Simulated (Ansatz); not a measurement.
Mulliken charges of H$_{3}$NOZn (`[NH2][Zn][OH]`) from ωB97M-V/def2-TZVPP in Ansatz (PBE0-D4/def2-TZVP geometry).

```tsv
atom	x (Å)	y (Å)	z (Å)	charge (e)
N1	-1.026	0.100	-1.006	-0.401
Zn2	0.320	-0.227	0.158	0.507
O3	1.675	-0.755	1.170	-0.493
H4	-0.917	0.915	-1.594	0.109
H5	-1.957	0.127	-0.613	0.109
H6	1.906	-0.160	1.885	0.170
```

**Question.** By hand: the dipole of these point charges (1 e Å = 4.8032 D).

**Answer.** Σ q r = (-0.241, 0.303, -0.013) e Å, of length 0.387 e Å = 1.86 D.

**Question.** How does the dipole of the full density compare? (An estimate is asked.)

**Answer.** The calculation gave: (-0.230, 0.459, 0.122) e Å, 2.53 D; the point charges give 0.74 times that, at 19° from its direction.

Point charges leave out the atoms' own dipoles, such as those of lone pairs, and Mulliken's split depends on the basis, so the two needn't agree.
